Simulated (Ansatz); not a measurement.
Abridged output of a molecular run in Ansatz:

```
Functional definition: HF
1557 factors; integrals over basis functions are off by at most 9.9e-4 eV
mean field evaluation 1: about -16209.8779 eV, gradient 4.8e1 eV
mean field evaluation 2: about -16210.2381 eV, gradient 4.8e1 eV
mean field evaluation 4: about -16215.0272 eV, gradient 4.9e0 eV
mean field evaluation 8: about -16215.1326 eV, gradient 5.2e-1 eV
mean field evaluation 16: about -16215.1347 eV, gradient 1.7e-6 eV
mean field -16215.13472109 eV, -595.8952099869 hartree, gradient 1.7e-6 eV, S^2 0.000000; 0 other end points of the search recorded, 0 dependent functions left out
10 core orbitals not correlated: weight in the atoms' cores, before any rotation towards them, 1.000 or more for the frozen orbitals, at most 0.000 for the correlated occupied ones
reference -16215.13472109 eV, -595.8952099869 hartree; 17, 17 occupied and 226, 226 virtual orbitals, 1557 factors
second order -30.35409673 eV of doubles, -0.00000000 eV of singles
cycle   1  -30.08581794 eV  change    2.7e-1 eV  update   1.2e-1
cycle   2  -30.82142031 eV  change   -7.4e-1 eV  update   3.8e-2
cycle   3  -30.99656205 eV  change   -1.8e-1 eV  update   1.9e-2
cycle   4  -30.98012813 eV  change    1.6e-2 eV  update   4.6e-3
cycle   5  -30.97744344 eV  change    2.7e-3 eV  update   2.1e-3
cycle   6  -30.97917315 eV  change   -1.7e-3 eV  update   6.5e-4
cycle   7  -30.97890731 eV  change    2.7e-4 eV  update   2.6e-4
cycle   8  -30.97873602 eV  change    1.7e-4 eV  update   9.7e-5
cycle   9  -30.97875878 eV  change   -2.3e-5 eV  update   4.2e-5
perturbative correction -1.30416839 eV, -0.0479273045 hartree
Total energy: -16247.41764826 eV, -597.0815856785 hartree
```

Its atoms:

Cartesian coordinates in Å:
```
O -1.754 -1.177 -0.474
Si -0.766 -0.154 0.333
C 0.384 1.078 -0.520
N 1.551 0.423 0.146
C 1.022 -0.574 0.725
F 1.745 -1.441 1.411
H -1.416 -1.630 -1.247
H -1.568 0.331 1.479
H 0.321 2.133 -0.247
H 0.481 1.011 -1.605
```

**Question.** Which basis set was used?
A. def2-QZVPP
B. def2-SVP
C. def2-TZVPPD
D. def2-TZVPP

**Answer.** D. It gives 253 functions.

**Question.** Write the keys of the input that set method, charge and spin (a neutral closed shell needs none for the last two).

**Answer.** 
```yaml
correlation: {method: ccsd_t}
```
